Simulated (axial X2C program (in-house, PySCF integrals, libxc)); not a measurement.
# Potential curves of MoB, without spin–orbit coupling

Computed with an in-house all-electron X2C program for linear molecules (integrals from PySCF). Spin-free means the one-electron spin-free X2C Hamiltonian. Basis: Mo dyall-cv3z [11s12p9d5f3g], B dyall-v3z [7s6p2d1f] (cores contracted in-house); Gaussian nuclei, density fitting, unrestricted open shells. Masses: Mo 97.905 u, B 11.009 u.

State: M_S = 5/2, Λ = 1 (beyond evenly filled blocks: 2 × σα, π+α, π+β, π-α, δ+α, δ-α). Energies in eV from the fragments at the same level (Mo + B). Fits are polynomials in 1 − R0/R over 0.85 to 1.23 times the lowest point R0.

| R (Å) | PBE0 |
| --- | --- |
| 1.7156 | -1.3069 |
| 1.7945 | -1.7559 |
| 1.8537 | -1.9481 |
| 1.9128 | -2.0463 |
| 1.9720 | -2.0736 |
| 2.0410 | -2.0412 |
| 2.1100 | -1.9623 |
| 2.1988 | -1.8204 |
| 2.3072 | -1.6174 |
| 2.4650 | -1.3103 |

One determinant describes the state; a PBE0 search over occupations chose it and may have missed a lower one. Dissociation energies refer to the lowest single-determinant-based atoms at the same level and basis. PBE0 can misorder states that lie within some tenths of an eV, so this need not be the ground state of the molecule. The nearest other spin-free determinant of the search, M_S = 3/2, Λ = 1, lies 0.19 eV up at the distance of the search. Without a current term, density functionals place determinants with orbital angular momentum somewhat too high. The determinant is spin-polarised beyond a pure state at some levels (its spin-free form has ⟨S²⟩ too high), which makes Re and μ there less reliable.

Question: Fit the PBE0 curve near its minimum: give the equilibrium distance, the harmonic wavenumber and the well depth.

Answer: At PBE0, spin-free: Re = 1.970 Å, ωe ≈ 639 cm⁻¹, De = 2.07 eV to Mo + B; Be follows as 0.439 cm⁻¹.
